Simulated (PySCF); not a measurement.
BFH3OSi, CH6BNSi, CH5B2Si (calculated)

Computed with PySCF 2.14.0. Calculation on a computer-drawn molecule: the log of a Hartree-Fock and frozen-core CCSD(T) single point meant for a local Hartree-Fock minimum, with one planted fault or none, to be diagnosed. Offsets are logged minus clean, where the clean run is the same molecule without the fault. The reference is restricted for singlets and unrestricted otherwise, and also for a bond in bohr or an excited solution. Adding or removing an electron swaps singlet and doublet. The excited solution moves the top pair (singlet) or top alpha electron (doublet) to the lowest empty orbital. Highest occupied and lowest empty are orbital energies over both spins, largest force is the largest gradient component, triples share is (T) over the correlation energy, the T1 limit is 0.02 restricted and 0.045 unrestricted, electrons count all cores, a negative frequency is imaginary (commonest isotopes), and the dipole is about the centre of nuclear charge.

Common to all runs: logged SCF converged yes; logged CC converged yes; logged SCF stable within its kind yes; possible faults no fault, one electron removed, one electron added, multiplicity raised by two, geometry at a saddle point, SCF held on an excited solution, minimal basis STO-3G, one bond length entered in bohr, all coordinates scaled.

```json
{"entry": 1, "formula": "BFH3OSi", "logged_structure": {"atoms_angstrom": [["B", -0.5874, -0.1003, -1.1856], ["Si", -0.2114, -0.4626, 0.7933], ["O", -0.9753, 0.5416, 1.6914], ["F", 1.443, -0.429, 0.9067], ["H", -1.4711, -0.6548, -1.806], ["H", -0.005, 0.7522, -1.8199], ["H", -0.4385, -1.9324, 1.0776]]}, "given": {"meant_charge": -1, "meant_multiplicity": 1, "meant_basis": "aug-cc-pV(D+d)Z", "logged_electrons": 40, "logged_basis_functions": 128, "logged_spin_squared": 0.0, "logged_highest_occupied [eV]": -4.757, "logged_lowest_empty [eV]": 3.6476, "logged_largest_force [hartree/bohr]": 8.7874e-06, "logged_lowest_frequency [cm^-1]": 157.02, "logged_T1_diagnostic": 0.020298, "logged_D1_diagnostic": 0.069536, "logged_triples_share": 0.029716, "logged_dipole_magnitude [debye]": 3.7379, "logged_energy_HF [hartree]": -489.77874, "logged_energy_CCSD(T) [hartree]": -490.43562, "drawn_bonds_atom": [1, 2, 2, 1, 1, 2], "drawn_bonds_other_atom": [2, 3, 4, 5, 6, 7], "drawn_bonds_order": [1, 1, 1, 1, 1, 1]}, "results": {"planted_fault": "no fault", "HF_energy_offset_from_clean_run [kcal/mol]": 0.0, "CCSD(T)_energy_offset_from_clean_run [kcal/mol]": 0.0}, "notes": ["T1 above single-reference limit"]}
{"entry": 2, "formula": "CH6BNSi", "logged_structure": {"atoms_angstrom": [["B", -0.5798, 0.5389, 0.747], ["Si", -1.3324, -0.6078, -0.7573], ["N", -1.5804, -2.1646, -0.7185], ["C", -1.3949, -3.2012, 0.2508], ["H", -0.4307, 1.7204, 0.6108], ["H", -0.276, 0.0398, 1.7916], ["H", -1.681, 0.0871, -2.0103], ["H", -2.3493, -3.6976, 0.4526], ["H", -0.9813, -2.8693, 1.2122], ["H", -0.7282, -3.9711, -0.1503]]}, "given": {"meant_charge": 0, "meant_multiplicity": 1, "meant_basis": "cc-pV(D+d)Z", "logged_electrons": 39, "logged_basis_functions": 95, "logged_spin_squared": 0.8082, "logged_highest_occupied [eV]": -1.4022, "logged_lowest_empty [eV]": 7.1713, "logged_largest_force [hartree/bohr]": 0.048042, "logged_T1_diagnostic": 0.018587, "logged_D1_diagnostic": 0.089164, "logged_triples_share": 0.032355, "logged_dipole_magnitude [debye]": 3.8774, "logged_energy_HF [hartree]": -409.36866, "logged_energy_CCSD(T) [hartree]": -409.93867, "drawn_bonds_atom": [1, 2, 3, 1, 1, 2, 4, 4, 4], "drawn_bonds_other_atom": [2, 3, 4, 5, 6, 7, 8, 9, 10], "drawn_bonds_order": [1, 2, 1, 1, 1, 1, 1, 1, 1]}, "results": {"planted_fault": "one electron added", "HF_energy_offset_from_clean_run [kcal/mol]": -12.34, "CCSD(T)_energy_offset_from_clean_run [kcal/mol]": -18.97}}
{"entry": 3, "formula": "CH5B2Si", "logged_structure": {"atoms_angstrom": [["B", 0.8973, 0.2949, -0.4625], ["Si", -1.0473, 0.4558, -0.1137], ["B", -2.1929, -1.0592, 0.3892], ["C", -2.9837, -2.1436, 0.7429], ["H", 1.4305, -0.7725, -0.3683], ["H", 2.1195, 2.1112, -1.0366], ["H", -1.7216, 1.7647, -0.2275], ["H", -3.139, -2.4336, 1.7776], ["H", -3.4883, -2.7571, 0.0027]]}, "given": {"meant_charge": 0, "meant_multiplicity": 2, "meant_basis": "cc-pV(D+d)Z", "logged_electrons": 35, "logged_basis_functions": 90, "logged_spin_squared": 1.4433, "logged_highest_occupied [eV]": -8.7803, "logged_lowest_empty [eV]": -0.41848, "logged_largest_force [hartree/bohr]": 0.020281, "logged_T1_diagnostic": 0.067453, "logged_D1_diagnostic": 0.28274, "logged_triples_share": 0.041443, "logged_dipole_magnitude [debye]": 0.33252, "logged_energy_HF [hartree]": -378.84959, "logged_energy_CCSD(T) [hartree]": -379.29467, "drawn_bonds_atom": [1, 2, 3, 1, 1, 2, 4, 4], "drawn_bonds_other_atom": [2, 3, 4, 5, 6, 7, 8, 9], "drawn_bonds_order": [1, 1, 2, 1, 1, 1, 1, 1]}, "results": {"planted_fault": "one bond length entered in bohr, row 5 of the drawn bonds", "HF_energy_offset_from_clean_run [kcal/mol]": 76.28, "CCSD(T)_energy_offset_from_clean_run [kcal/mol]": 74.93}, "notes": ["T1 above single-reference limit"]}
```
